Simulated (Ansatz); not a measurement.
Gas-phase electronic energies from Ansatz, PBE0-D4/def2-TZVP geometries. CBS: MP2 limit from def2 TZ/QZ plus the TZ coupled-cluster correction, frozen cores. This one scheme is used for every species. DFT in def2-TZVPP. B3LYP here is the variant with VWN-RPA as its local correlation; programs differ in this. Each species was taken in one conformer, which may not be the lowest.

`O=C[SiH2]Cl` + `OCC1CO1` → `O=COCC1CO1` + `[SiH3]Cl`  (substitution at a C–Si bond)

Problem. Is it downhill or uphill in electronic energy at CCSD(T)/CBS, and by how much? (Best estimate.)

Solution. The calculation gave: Downhill: ΔE = -59.3 kJ/mol.

Problem. What do these levels give: B3LYP-D4, PBE0, CCSD/def2-TZVPP, MP2/def2-QZVPP, HF/CBS(def2), CCSD/CBS(def2)? (Best estimate.)

Solution. Computed: B3LYP-D4 -65.3, PBE0 -64.9, CCSD/def2-TZVPP -63.1, MP2/def2-QZVPP -63.5, HF/CBS(def2) -71.1, CCSD/CBS(def2) -57.6 kJ/mol.

Largest T1 diagnostic among the species: 0.014.

In def2-TZVPP, CCSD(T) changes the Hartree–Fock value by +7.2 kJ/mol (the triples alone add −1.7 kJ/mol) and MP2 by +5.0 kJ/mol.
